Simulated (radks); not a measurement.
Radial electron density D(r) = 4 pi r^2 rho(r) of an atom or ion with 23 electrons. Calculated with a radial shooting solver on a logarithmic mesh with Libxc functionals: scalar-relativistic Kohn-Sham, LDA (Slater exchange, Perdew-Wang correlation), spin-polarised, spherical densities, point nucleus.

```
   r/bohr * D(r) (the largest magnitude, 48.5, reaches the edge; | marks zero)
 0.002753 |  *
 0.003556 |   *
 0.004557 |      *
 0.005839 |         *
 0.007483 |             *
 0.009666 |                   *
  0.01239 |                          *
  0.01587 |                                  *
   0.0205 |                                         *
  0.02628 |                                              *
  0.03367 |                                              *
  0.04349 |                                           *
  0.05574 |                                       *
  0.07142 |                                       *
  0.09153 |                                             *
   0.1182 |                                                     *
   0.1515 |                                                      *
   0.1942 |                                           *
   0.2508 |                             *
   0.3214 |                          *
   0.4118 |                              *
    0.532 |                            *
   0.6817 |                 *
   0.8736 |      *
    1.119 | *
    1.446 *
    1.853 *
    2.375 *
    3.068 *
```

What is the nuclear charge?

Answer. Z = 34. The innermost maximum, from 1s, lies near gamma/Z bohr with gamma = sqrt(1 - (Z/c)^2) = 0.969, here 0.0285 bohr (found: 0.0311), and its height grows with Z. The density is that of the selenium ion Se11+ in [Ne] 3s1.75 3p6 3d5 4p0.25; the configuration itself is not fixed sharply by these data, and Z only to about a unit. D(r) has 3 maxima, at r = 0.0311, 0.137, 0.450 bohr, and minima at 0.0644, 0.304 bohr, inside which lie 2.07, 10.91 electrons.
